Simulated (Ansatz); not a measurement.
`C[Se]BCF` + `F[CH2][AlH][F]` → `C[Se][AlH][F]` + `FCBCF`  (redistribution)

Computed with Ansatz on PBE0-D4/def2-TZVP structures; ΔE is electronic, products minus reactants. CCSD(T)/CBS is the MP2 limit (def2-TZVPP, def2-QZVPP) plus CCSD(T) − MP2 in def2-TZVPP, frozen cores. DFT in def2-TZVPP. For Se outer-core shells are correlated without core-valence functions, which leaves a few kJ/mol of doubt a bond. Scalar relativity is left out up to krypton. Each species was taken in one conformer, which may not be the lowest.

`C[Se]BCF`:

Z-matrix (Å, degrees):
```
C
Se 1 1.951
H 1 1.087 2 108.8
H 1 1.088 2 108.4 3 -120.0
H 1 1.088 2 108.9 3 120.4
B 2 1.901 1 101.3 3 -7.2
C 6 1.568 2 119.7 1 -177.2
H 6 1.193 2 118.8 1 1.9
F 7 1.391 6 112.4 2 -171.3
H 7 1.097 6 112.6 2 -49.6
H 7 1.099 6 110.0 2 68.9
```

`F[CH2][AlH][F]`:

```xyz
7

F    -0.393   -0.823   -1.661
C    -0.206    0.275   -0.825
Al    0.254   -0.238    1.025
F     0.378   -1.832    1.418
H     0.576    0.908   -1.266
H    -1.123    0.881   -0.850
H     0.514    0.829    2.159
```

`C[Se][AlH][F]`:

Z-matrix (Å, degrees):
```
C
Se 1 1.967
H 1 1.087 2 108.0
H 1 1.089 2 111.1 3 120.3
H 1 1.087 2 108.1 3 -119.3
Al 2 2.290 1 96.1 3 -120.9
F 6 1.647 2 118.5 1 180.0
H 6 1.575 2 121.7 1 -0.0
```

`FCBCF`:

Cartesian coordinates in Å:
```
F 1.776 -1.621 0.863
C 0.676 -0.778 0.861
B 0.358 -0.121 -0.508
C -0.848 0.847 -0.653
F -1.573 1.050 0.518
H -0.198 -1.345 1.214
H 0.833 0.001 1.621
H 1.021 -0.336 -1.480
H -0.505 1.827 -1.015
H -1.541 0.476 -1.423
```

```tsv
level	ΔE (kJ/mol)
ωB97X-V	-63.2
ωB97M-V	-63.4
B2PLYP	-60.2
r2SCAN	-63.5
PBE0	-62.5
HF/def2-TZVPP	-78.0
SCS-MP2/def2-TZVPP	-58.2
MP2/def2-QZVPP	-58.5
```

Problem. What does CCSD(T)/CBS give? (Estimate.)

Solution. Ansatz gave: -59.4 kJ/mol. The listed levels differ from it by -3.8, -4.0, -0.8, -4.1, -3.1, -18.6, 1.2, 0.9 kJ/mol.

Largest T1 diagnostic among the species: 0.012.

From PBE to PBE0 (25 % exact exchange), in def2-TZVPP and without D4, ΔE moves by −6.5 kJ/mol. In def2-TZVPP, CCSD(T) changes the Hartree–Fock value by +20.9 kJ/mol (the triples alone add +3.3 kJ/mol) and MP2 by +20.8 kJ/mol.
